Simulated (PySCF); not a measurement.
Solvent effects on NMR parameters

Atoms are numbered as in `[F:1][CH2:2][C:3]([F:4])([F:5])[C:6]([F:7])([F:8])[C:9]([F:10])([F:11])[F:12]`. Each H is labelled by its parent atom.

GIAO PBE0/pcSseg-1 in PySCF on one PBE0-D3(BJ)/def2-SVP conformer, non-relativistic, equivalent nuclei averaged. Solvents enter as an IEF-PCM continuum (dichloromethane with ε = 8.9, water with ε = 78.4) around the gas-phase geometry. Shifts are referred to CFCl3, TMS computed in the same medium.

In dichloromethane, δ in ppm: F10/F11/F12 -89.8, F4/F5 -142.2, F7/F8 -142.3, F1 -281.7, C9 124.4, C3 119.4, C6 113.0, C2 81.2, H(C2) 5.08. Dipole moment 2.23 D.

(1) How does each δ change in the more polar medium?

(2) Which nuclei move most (in ppm), and what does the model miss?

Answers

(1) 
```tsv
atoms	environment	Δδ, water
F10/F11/F12	fluorine of a CF3 group	+0.3
F4/F5	fluorine of a CF2 group	0.0
F7/F8	fluorine of a CF2 group	+0.7
F1	fluorine on an sp3 carbon	-0.5
C9	CF3 carbon	+0.2
C3	fully substituted sp3 carbon bonded to 2 F	+0.3
C6	fully substituted sp3 carbon bonded to 2 F	+0.2
C2	sp3 CH2 bonded to F	+0.3
H(C2)	hydrogen on an sp3 CH2 bonded to F	+0.06
```

Changes are relative to dichloromethane. The dipole moment becomes 2.31 D in water.

(2) F7/F8 (fluorine of a CF2 group, +0.7 ppm) in water. A continuum only polarises the solute; specific hydrogen bonds, the anisotropy of aromatic solvents and changes of geometry or conformer are outside it.
